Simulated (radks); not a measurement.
Results of a calculation; reference values are marked as such.
Dynamic dipole polarisability and lines of the scandium ion Sc3+, [Ar]. Level of theory: scalar-relativistic Kohn-Sham, PBE, spin-polarised, spherical densities, finite nucleus; Fermi nuclear charge, rms radius of each element as measured or else 0.836 A^(1/3) + 0.57 fm (a radial shooting solver on a logarithmic mesh with Libxc functionals). Time-dependent linear response with the Hartree and adiabatic LDA kernel, continuum included through the Sternheimer equations, no spin-orbit coupling, so fine structure and intercombination lines are absent. Lines are the poles of the dipole polarisability below minus the highest occupied eigenvalue, found on a grid refined at the orbital gaps; the lowest seven at most are given, and weak or close lines can be missed. The first line takes the name of the lowest orbital gap if no other gap lies below it; otherwise a line is named after a gap within 0.6 % of it, if that gap stands alone.

photon energy (eV),alpha (bohr^3)
0,2.154
5.303,2.188
11.666,2.327
18.029,2.624
24.393,3.218
30.756,4.617
37.120,10.73
43.483,-22.20
49.846,-3.655
56.210,-2.517

Lines (eV, oscillator strength): 39.742 (31.20 nm, 3p-4s), f = 0.978; 41.968 (29.54 nm, unassigned), f = 3.54; 53.139 (23.33 nm, unassigned), f = 0.254; 57.892 (21.42 nm, unassigned), f = 0.0322. Higher lines, where found, are left out when the end of the mesh affects them. Those listed give 94 % of the static polarisability (sum of f/w^2). Orbital energy gaps for comparison: 3p-3d 32.301 eV; 3p-4s 39.679 eV; 3p-4d 52.123 eV; 3p-5s 53.346 eV; 3p-5d 57.607 eV.
